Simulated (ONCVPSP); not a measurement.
## Ne (Z = 10): one change to an ONCV potential, before and after

ONCVPSP 4.0.1 input, shortened (lines: element, Z, core and valence counts, functional; n l f; lmax; l rc ep ncon nbas qcut; lloc lpopt rc5 dvloc0; l nproj debl; icmod fcfact rcfact), PBE, scalar-relativistic:

```
  Ne 10.00    1    2        4      upf
    1    0    2.00
    2    0    2.00
    2    1    6.00
    1
    0    0.65    0.00    4    8   13.00
    1    1.60    0.00    3    8    7.50
    4    5    0.45    3.00
    0    2    3.60
    1    1    3.00
    3    3.00    1.30
```

All-electron outer shells of the reference configuration (PBE, scalar-relativistic, ld1.x):

| shell | level (eV) | outermost node (bohr) | outermost maximum (bohr) |
| --- | --- | --- | --- |
| 1s | -830.80 | – | 0.10 |
| 2s | -36.40 | 0.22 | 0.68 |
| 2p | -13.33 | – | 0.62 |

Change: p: rc 2.18.

Cutoffs: the cutoffs (Ha) at which the residual kinetic energy of the hardest occupied pseudo-wave falls to 1 and 0.1 mHa per electron; they do not see the model core or the augmentation charge, which bear on the density cutoff. Errors are all-electron minus pseudo energies relative to the spin-unpolarised reference configuration.

**Question.** What does the change do?

**Answer.** The potential gets neither clearly harder nor softer (71 Ha and 113 Ha → 71 Ha and 113 Ha); the s channel sets the loose cutoff, while the largest relative change is in p, which becomes softer; of the 4 tests that both files solve, the error grows in 4 and shrinks in 0 by more than 15 % and 0.3 meV (median size 606.8 → 1234.0 meV); neither file shows a bound ghost. More of the atom is replaced by a form fitted at one configuration, so other configurations suffer.

```csv
quantity,base,changed
"cutoff, loose",71 Ha,71 Ha
"cutoff, tight",113 Ha,113 Ha
loose cutoff by channel,"s 71 Ha, p 23 Ha","s 71 Ha, p 18 Ha"
bound ghosts,none,none
GHOST(+) flags under 300 eV,none,none
"error for 2s2 2p5, meV [ΔE 22.48 eV]",+111,+288
"error for 2s2 2p4, meV [ΔE 65.74 eV]",+893,+1954
"error for 2s2 2p3, meV [ΔE 133.17 eV]",+3293,+6422
"error for 2s1 2p6, meV [ΔE 45.88 eV]",-321,-514
s: phases at 0.66 bohr within 0.05 rad from the reference energy up to (Ha; the scan ends near 5),to the end of the scan,to the end of the scan
"rms error of d²Exc/dni dnj with the model core, mHa",1.09,3.08
```

Changed file: These tests converged, but a pseudo level misses the all-electron one widely, so the file describes the atom poorly there or has found another state: 2s2 2p3: 2p by 6.4 eV.
